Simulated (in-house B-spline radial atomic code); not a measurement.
# Ionising Ir9+ with different functionals

Computed with a B-spline radial code for spherical atoms: four-component Dirac-Coulomb Hamiltonian, Fermi nucleus of rms radius 5.4032 fm, spin-restricted, spherical fractional occupations for the functionals. The ionisation energy is the difference of two self-consistent energies, [Xe] 4f14 → [Kr] 4d10 4f14 5s2 5p5, without Breit or QED terms; ε is the level of the shell that loses the electron (mean over j). The electron is taken from both j subshells in proportion to 2j + 1, so the result is a j average, not the step between ground levels.

Hybrids are left out here: with spherical fractional occupations of an open shell their exact exchange keeps a self-interaction that integer-occupation calculations don't have.

```
           method  rung  ΔSCF (eV)  -ε(5p) (eV)
         LDA VWN5   LDA     199.10       188.61
 relativistic LDA   LDA     198.83       188.35
         LDA PW92   LDA     199.09       188.60
LDA exchange-only   LDA     197.10       186.61
              PBE   GGA     198.63       188.17
           PBEsol   GGA     198.73       188.27
             BLYP   GGA     198.48       188.00
             RPBE   GGA          ?            ?
             PW91   GGA          ?            ?
             BP86   GGA     198.81       188.34
             AM05   GGA     198.81       188.34
             OLYP   GGA     199.15       188.71
```

Q: What does RPBE give?

A: ΔSCF 198.54 eV, and -ε(5p) = 188.10 eV.

Q: What does PW91 give?

A: ΔSCF 198.78 eV, and -ε(5p) = 188.32 eV.

Q: How do they compare with the NIST value?

A: NIST lists 194.8 eV ± 0.6 (semi-empirical, ground level to ground level). Errors run from +2.30 to +4.35 eV. The correlated functionals all miss on the same side by more than they spread, so the cause is common to them (Breit-QED terms, spin polarisation, the choice among j levels, multiplet and fine-structure energies, or a listed next ion that isn't the cheapest removal here) and closeness doesn't rank the functionals.
